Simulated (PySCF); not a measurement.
BeGa: energy against distance

Set-up: PySCF, no relativity, basis sets Be 6-31G(d,p), Ga 6-31G(d,p). Energies in eV from Be + Ga in their ground configurations at the same level. State: ²Π (doublet), unpaired electrons π ↑.

All columns are PBE0. A positive dipole means Be(−)Ga(+).

| R (Å) | E (eV) | μ (D) | Mulliken charge on Be (basis-dependent) | HOMO (eV) | LUMO (eV) | Mayer bond order | ⟨S²⟩ |
| --- | --- | --- | --- | --- | --- | --- | --- |
| 2.070 | -0.434 | -0.58 | 0.24 | -4.71 | -2.88 | 1.57 | 0.88 |
| 2.166 | -0.613 | -0.58 | 0.21 | -4.57 | -2.77 | 1.52 | 0.84 |
| 2.263 | -0.710 | -0.56 | 0.18 | -4.44 | -2.67 | 1.46 | 0.81 |
| 2.335 | -0.744 | -0.53 | 0.16 | -4.35 | -2.61 | 1.41 | 0.79 |
| 2.407 | -0.754 | -0.50 | 0.14 | -4.27 | -2.55 | 1.35 | 0.78 |
| 2.479 | -0.744 | -0.47 | 0.13 | -4.20 | -2.49 | 1.28 | 0.78 |
| 2.575 | -0.710 | -0.45 | 0.11 | -4.12 | -2.43 | 1.19 | 0.77 |
| 2.696 | -0.648 | -0.43 | 0.09 | -4.04 | -2.36 | 1.06 | 0.77 |
| 2.840 | -0.559 | -0.44 | 0.08 | -3.96 | -2.36 | 0.91 | 0.77 |
| 3.033 | -0.440 | -0.47 | 0.07 | -3.88 | -2.37 | 0.72 | 0.76 |

A fit through these points gives, at Re = 2.402 Å, μ = -0.50 D and dμ/dR = 0.411 D/Å; the reduced mass is 7.97 u.

Task: How strong is the fundamental in the double-harmonic approximation, I = 42.26·(dμ/dR)²/μred km/mol?

Result: I = 42.26·(0.411)²/7.97 = 0.896 km/mol at PBE0.

Spin–orbit coupling is left out. The state was picked by a PBE0 search and need not be the measured ground state.
